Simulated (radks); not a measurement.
Results of a calculation; reference values are marked as such.
Task: Ru7+, 37 electrons, occupied as [Kr] 4d1 (the NIST ground configuration). Level of theory: scalar-relativistic Kohn-Sham, r2SCAN, spin-unpolarised, spherical densities, finite nucleus; meta-GGA in the generalised Kohn-Sham scheme; Fermi nuclear charge, rms radius 4.4809 fm (a radial shooting solver on a logarithmic mesh with Libxc functionals). Some entries of the table are withheld. Estimate them.

orbital  occ.  eigenvalue (hartree)  <r> (bohr)  <r^2> (bohr^2)
1s          2             -812.0557     0.03344             (1)
2s          2                   (2)      0.1456         0.02499
2p          6             -108.5871      0.1270             (3)
3s          2             -24.89605      0.4012          0.1842
3p          6             -20.82528      0.4017          0.1875
3d         10                   (4)      0.3828          0.1753
4s          2              -6.75171      0.9779           1.076
4p          6              -5.54330       1.048           1.243
4d          1              -3.71564         (5)           1.689

Result: 
(1) 1s <r^2> (bohr^2): 0.001510
(2) 2s eigenvalue (hartree): -120.8589
(3) 2p <r^2> (bohr^2): 0.01969
(4) 3d eigenvalue (hartree): -14.30281
(5) 4d <r> (bohr): 1.214
